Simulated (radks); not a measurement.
The numbers below are computed, except where a source is named.
Charge is removed step by step from the 5p3/2 level of the lutetium ion Lu+, starting from [Kr] 4d10 4f14 5s2 5p(1/2: 2, 3/2: 4) 6s2. Code: a radial shooting solver on a logarithmic mesh with Libxc functionals. Model: Dirac Kohn-Sham, LDA (Slater exchange, Perdew-Wang correlation), spin-unpolarised, spherical densities, finite nucleus; Fermi nuclear charge, rms radius 5.37 fm.

\begin{tabular}{lrrr}
removed (e) & E - E(0) (eV) & eigenvalue (eV) & E minus straight line (eV) \\ \hline
0 & 0.000 & -38.649 & 0.000 \\
0.25 & 10.062 & -41.860 & -1.235 \\
0.5 & 20.936 & -45.145 & -1.659 \\
0.75 & 32.640 & -48.497 & -1.252 \\
1 & 45.190 & -51.911 & 0.000 \\
\end{tabular}

Removing the whole electron costs 45.190 eV by Delta-SCF, against 38.649 eV from minus the eigenvalue at the starting occupation. Slater's transition state (half an electron removed) gives 45.145 eV. Integrating minus the eigenvalue over the occupation (Janak's theorem) gives 45.190 eV. The mean slope of the eigenvalue, de/dn, is 13.3 eV per electron.
